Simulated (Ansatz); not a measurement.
Basis-set extrapolation for C₂H₈BNS (`CN(C)BS`) (PBE0-D4/def2-TZVP geometry, frozen core, Ansatz 0.2.0). Multiplicity 1, RHF reference.

```json
{"": "HF", "def2-TZVPP": "-557.186501", "def2-QZVPP": "-557.205429"}
{"": "MP2 correlation", "def2-TZVPP": "-0.846110", "def2-QZVPP": "-0.904695"}
{"": "CCSD(T) correlation", "def2-TZVPP": "-0.939016", "def2-QZVPP": "not run"}
```

Energies in hartree. Use E(X) = E(∞) + A·exp(−7.88·√X) for Hartree–Fock and E(X) = E(∞) + B·X^(−2.97) for correlation, with X = 3 and 4, and add CCSD(T) minus MP2 of the smaller set to the MP2 limit.

**Question.** What is the CCSD(T) energy at the basis-set limit?

**Answer.** HF limit: -557.205429 + (-0.018928) × 0.13774 = -557.20804. MP2 limit: -0.904695 + (-0.058585) × 0.74074 = -0.94809. Higher-order term: -0.939016 − (-0.846110) = -0.09291. Total: -558.24904 hartree, 324.3 kJ/mol below CCSD(T)/def2-TZVPP.
